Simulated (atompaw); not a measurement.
**oxygen: variants of one PAW (atompaw) potential**

Base potential:

| Property | Result |
| --- | --- |
| Element | O (Z = 8) |
| Generator | atompaw 4.2.0.5 |
| Type | PAW |
| Functional | LDA (PW92) |
| Relativity | scalar-relativistic |
| Frozen core | [He] |
| Valence charge | 6 |
| Reference configuration | 2s2 2p3 (charge +1) |
| Partial waves | 2s (bound); 2s channel at -0.2 Ry; 2p (bound); 2p channel at -1.3 Ry |
| Local potential | bessel scheme, radius 1.40 bohr |
| Core correction | smooth core density matched at 0.80 bohr |
| Augmentation charge | gaussian compensation charge, radius 1.50 bohr; PAW radius 1.55 bohr; waves and projectors: bloechl |

All-electron outer shells of the reference configuration (LDA (PW92), scalar-relativistic, ld1.x):

```json
{"shell": "2s", "level (eV)": "-39.40", "outermost node (bohr)": "0.28", "outermost maximum (bohr)": "0.86"}
{"shell": "2p", "level (eV)": "-24.59", "outermost node (bohr)": "–", "outermost maximum (bohr)": "0.78"}
```

Cutoffs, loose and tight: the cutoffs (Ry, on a coarse ladder) from which the occupation-weighted sum of valence levels, in a spherical-Bessel basis at the reference potential, stays within 10 and 1 mRy of its value at 400 Ry. They see the waves, projectors and local potential, not the compensation charge or the core. A dash means not determined.

```csv
change,outcome,"cutoff, loose","cutoff, tight",bound ghosts
base,generated,35 Ry,45 Ry,none
wave 2p channel at -1.3 Ry becomes 2p channel at -1.66 Ry,failed: atompaw: The overlap operator has at least one negative eigenvalue!,–,–,–
wave 2p channel at -1.3 Ry becomes 2p channel at -1.4 Ry,generated,35 Ry,45 Ry,none
wave 2p channel at -1.3 Ry becomes 2p channel at -1.05 Ry,generated,35 Ry,45 Ry,none
wave 2p channel at -1.3 Ry becomes 2p channel at -0.47 Ry,generated,45 Ry,60 Ry,none
wave 2p channel at -1.3 Ry becomes 2p channel at 1.24 Ry,generated,45 Ry,60 Ry,none
wave 2p channel at -1.3 Ry becomes 2p channel at 5.18 Ry,generated,45 Ry,60 Ry,none
```
